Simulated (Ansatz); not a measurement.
Ansatz (a quantum-chemistry and plane-wave program) input file for Si(NMe2)(SH) (C₂H₇NSSi), SMILES S[Si]N(C)C (connectivity only; charge and spin as stated), neutral, multiplicity 1, PBE-D3(BJ)/def2-SVP. 

Ansatz 0.2 input:
```yaml
crystal:
  periodic: [false, false, false]
  atoms:
    - {symbol: Si, position_ang: [1.07638760, 0.29248634, -0.00000000]}
    - {symbol: N, position_ang: [-0.06575305, -1.01930497, -0.00000000]}
    - {symbol: C, position_ang: [-1.52035143, -0.99862826, -0.00000000]}
    - {symbol: C, position_ang: [0.48051237, -2.37305213, 0.00000000]}
    - {symbol: H, position_ang: [-1.91823338, -1.51422037, -0.89307405]}
    - {symbol: H, position_ang: [-1.91823338, -1.51422037, 0.89307405]}
    - {symbol: H, position_ang: [-1.89815035, 0.03254163, -0.00000000]}
    - {symbol: H, position_ang: [0.15245725, -2.93409638, 0.89411259]}
    - {symbol: H, position_ang: [0.15245725, -2.93409639, -0.89411258]}
    - {symbol: H, position_ang: [1.58102194, -2.33253298, 0.00000000]}
    - {symbol: S, position_ang: [-0.32441756, 1.97354465, 0.00000000]}
    - {symbol: H, position_ang: [0.66924088, 2.89031881, -0.00000000]}
basis:
  gaussian:
    orbitals: def2-SVP
hamiltonian:
  xc: pbe
  dispersion: d3bj
relax: {f_tol: 0.002, max_steps: 200}
```

Output:

```
WARN ansatz: RAYON_NUM_THREADS=1 ignored (pool sized by the plan → 1); use --threads N
Functional definition: PBE
integrals: 0.06 GiB planned
1295 factors; their error is unknown
mean field: 0.33 GiB planned
mean field evaluation 1: about -22359.2189 eV, gradient 6.4e1 eV
mean field evaluation 2: about -22304.3738 eV, gradient 1.5e2 eV
mean field evaluation 4: about -22369.4298 eV, gradient 1.1e1 eV
mean field evaluation 8: about -22369.6923 eV, gradient 7.3e-2 eV
mean field evaluation 16: about -22369.6074 eV, gradient 1.9e-4 eV
mean field -22369.60741754 eV, -822.0679099302 hartree, gradient 3.0e-5 eV, S^2 0.000000; 0 other end points of the search recorded, 0 dependent functions left out
the calculation of the forces begins
reference -22369.60745308 eV, -822.0679112360 hartree; 28, 28 occupied and 85, 85 virtual orbitals, 1295 factors
relax step   1: F+E_penalty+E_count = -22369.92262331 eV  Δ(F+E_penalty+E_count) = +0.000e0 eV  max|allowed force component| = 3.599e-1 eV/Å  Δτ_max = 0.0000 Å  (32 SCF iters, accepted)
these checks for a lower state are left out or cut short: starts, cluster_reference, orbital_swaps, neighbouring_geometries, increment
integrals: 0.06 GiB planned
1295 factors; their error is unknown
mean field: 0.33 GiB planned
mean field -22369.61864917 eV, -822.0683226849 hartree, gradient 6.9e-6 eV, S^2 0.000000; 0 other end points of the search recorded, 0 dependent functions left out
the calculation of the forces begins
reference -22369.61868458 eV, -822.0683239863 hartree; 28, 28 occupied and 85, 85 virtual orbitals, 1295 factors
relax step   2: F+E_penalty+E_count = -22369.93299403 eV  Δ(F+E_penalty+E_count) = -1.037e-2 eV  max|allowed force component| = 2.025e-1 eV/Å  Δτ_max = 0.0281 Å  (32 SCF iters, accepted)
these checks for a lower state are left out or cut short: starts, cluster_reference, orbital_swaps, neighbouring_geometries, increment
integrals: 0.06 GiB planned
1295 factors; their error is unknown
mean field: 0.33 GiB planned
mean field evaluation 32: about -22369.6215 eV, gradient 1.2e-4 eV
mean field -22369.62146621 eV, -822.0684262091 hartree, gradient 6.7e-6 eV, S^2 0.000000; 0 other end points of the search recorded, 0 dependent functions left out
the calculation of the forces begins
reference -22369.62150172 eV, -822.0684275142 hartree; 28, 28 occupied and 85, 85 virtual orbitals, 1295 factors
relax step   3: F+E_penalty+E_count = -22369.93469151 eV  Δ(F+E_penalty+E_count) = -1.697e-3 eV  max|allowed force component| = 7.591e-2 eV/Å  Δτ_max = 0.0378 Å  (34 SCF iters, accepted)
these checks for a lower state are left out or cut short: starts, cluster_reference, orbital_swaps, neighbouring_geometries, increment
integrals: 0.06 GiB planned
1295 factors; their error is unknown
mean field: 0.33 GiB planned
mean field -22369.62179338 eV, -822.0684382324 hartree, gradient 6.7e-6 eV, S^2 0.000000; 0 other end points of the search recorded, 0 dependent functions left out
the calculation of the forces begins
reference -22369.62182883 eV, -822.0684395353 hartree; 28, 28 occupied and 85, 85 virtual orbitals, 1295 factors
relax step   4: F+E_penalty+E_count = -22369.93544537 eV  Δ(F+E_penalty+E_count) = -7.539e-4 eV  max|allowed force component| = 4.506e-2 eV/Å  Δτ_max = 0.0157 Å  (34 SCF iters, accepted)
these checks for a lower state are left out or cut short: starts, cluster_reference, orbital_swaps, neighbouring_geometries, increment
integrals: 0.06 GiB planned
1295 factors; their error is unknown
mean field: 0.33 GiB planned
mean field -22369.62177423 eV, -822.0684375285 hartree, gradient 1.8e-5 eV, S^2 0.000000; 0 other end points of the search recorded, 0 dependent functions left out
the calculation of the forces begins
reference -22369.62180967 eV, -822.0684388310 hartree; 28, 28 occupied and 85, 85 virtual orbitals, 1295 factors
relax step   5: F+E_penalty+E_count = -22369.93550501 eV  Δ(F+E_penalty+E_count) = -5.963e-5 eV  max|allowed force component| = 2.055e-2 eV/Å  Δτ_max = 0.0018 Å  (24 SCF iters, accepted)
these checks for a lower state are left out or cut short: starts, cluster_reference, orbital_swaps, neighbouring_geometries, increment
integrals: 0.06 GiB planned
1295 factors; their error is unknown
mean field: 0.33 GiB planned
mean field -22369.62176457 eV, -822.0684371736 hartree, gradient 1.8e-5 eV, S^2 0.000000; 0 other end points of the search recorded, 0 dependent functions left out
the calculation of the forces begins
reference -22369.62180001 eV, -822.0684384759 hartree; 28, 28 occupied and 85, 85 virtual orbitals, 1295 factors
relax step   6: F+E_penalty+E_count = -22369.93552317 eV  Δ(F+E_penalty+E_count) = -1.816e-5 eV  max|allowed force component| = 3.836e-3 eV/Å  Δτ_max = 0.0021 Å  (24 SCF iters, accepted)
these checks for a lower state are left out or cut short: starts, cluster_reference, orbital_swaps, neighbouring_geometries, increment
integrals: 0.06 GiB planned
1295 factors; their error is unknown
mean field: 0.33 GiB planned
mean field -22369.62175936 eV, -822.0684369823 hartree, gradient 2.7e-5 eV, S^2 0.000000; 0 other end points of the search recorded, 0 dependent functions left out
the calculation of the forces begins
reference -22369.62179480 eV, -822.0684382846 hartree; 28, 28 occupied and 85, 85 virtual orbitals, 1295 factors
relax step   7: F+E_penalty+E_count = -22369.93552410 eV  Δ(F+E_penalty+E_count) = -9.342e-7 eV  max|allowed force component| = 1.030e-3 eV/Å  Δτ_max = 0.0004 Å  (20 SCF iters, accepted)
integrals: 0.06 GiB planned
1295 factors; their error is unknown
mean field: 0.33 GiB planned
mean field evaluation 64: about -22369.7069 eV, gradient 2.9e-1 eV
mean field -22369.62175936 eV, -822.0684369823 hartree, gradient 2.7e-5 eV, S^2 0.000000; 1 other end points of the search recorded, 0 dependent functions left out
the calculation of the forces begins
reference -22369.62179480 eV, -822.0684382846 hartree; 28, 28 occupied and 85, 85 virtual orbitals, 1295 factors
Total energy: -22369.93555954 eV, -822.0799689262 hartree
Atom 0 at     1.083051     0.303314    -0.000000 Å, force     0.000056    -0.000269    -0.000000 eV/Å
Atom 1 at    -0.068215    -1.021366     0.000000 Å, force    -0.000404    -0.000915    -0.000000 eV/Å
Atom 2 at    -1.520402    -1.000930     0.000000 Å, force     0.000058     0.001030    -0.000000 eV/Å
Atom 3 at     0.481185    -2.371223    -0.000000 Å, force     0.000533     0.000734     0.000000 eV/Å
Atom 4 at    -1.928339    -1.520890    -0.897163 Å, force     0.000158    -0.000199    -0.000136 eV/Å
Atom 5 at    -1.928339    -1.520890     0.897163 Å, force     0.000158    -0.000199     0.000136 eV/Å
Atom 6 at    -1.908418     0.035469     0.000000 Å, force    -0.000161    -0.000247     0.000000 eV/Å
Atom 7 at     0.155067    -2.943844     0.898622 Å, force    -0.000194     0.000131     0.000037 eV/Å
Atom 8 at     0.155067    -2.943844    -0.898622 Å, force    -0.000194     0.000131    -0.000037 eV/Å
Atom 9 at     1.590121    -2.332947     0.000000 Å, force     0.000117    -0.000365    -0.000000 eV/Å
Atom 10 at    -0.329132     1.988489    -0.000000 Å, force     0.000067     0.000313     0.000000 eV/Å
Atom 11 at     0.685291     2.897401    -0.000000 Å, force    -0.000195    -0.000144    -0.000000 eV/Å
Dipole moment:    -0.113914    -0.335830     0.000000 e Å
```

The calculation finished and met its thresholds.

Cost: about 40 core-seconds (a rough figure).
